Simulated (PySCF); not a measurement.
PBE on Pd⁻ (palladium, charge -1), [Kr] 4d10 5s1, 2S determinant. Calculation: PySCF 2.14, in def2-QZVPPD with the def2 core potential (28 electrons) (7s5p4d4f2g, 88 functions); scalar relativity through the core potential.

```
cycle= 1 E= -127.875549465067  delta_E= 0.0136  |g|= 0.324  |ddm|= 0.915
cycle= 2 E= -127.709491261646  delta_E= 0.166  |g|= 0.797  |ddm|= 0.914
cycle= 3 E= -127.910429571301  delta_E= -0.201  |g|= 0.0385  |ddm|= 0.515
cycle= 4 E= -127.911089103747  delta_E= -0.00066  |g|= 0.0118  |ddm|= 0.0774
cycle= 5 E= -127.911142127537  delta_E= -5.3e-05  |g|= 3.6e-05  |ddm|= 0.0156
cycle= 6 E= -127.911142130034  delta_E= -2.5e-09  |g|= 1.75e-05  |ddm|= 0.000252
cycle= 7 E= -127.911142130161  delta_E= -1.27e-10  |g|= 1.92e-07  |ddm|= 1.35e-05
converged SCF energy = -127.911142130161  <S^2> = 0.75264547  2S+1 = 2.0026437
```

Highest occupied orbital energy: 2.469 eV; ⟨L²⟩ = 0.00; populations by l: s 3.00, p 6.00, d 10.00, f 0.00.

(1) Can this result be used?

Answers

(1) With care. The calculation finished and met its thresholds. Energies and moments cover only the electrons outside the core potential. At PBE the highest occupied level has a positive energy, so only the finite basis holds that electron; in a semilocal or global hybrid functional this comes from self-interaction and does not mean that the real anion is unbound.
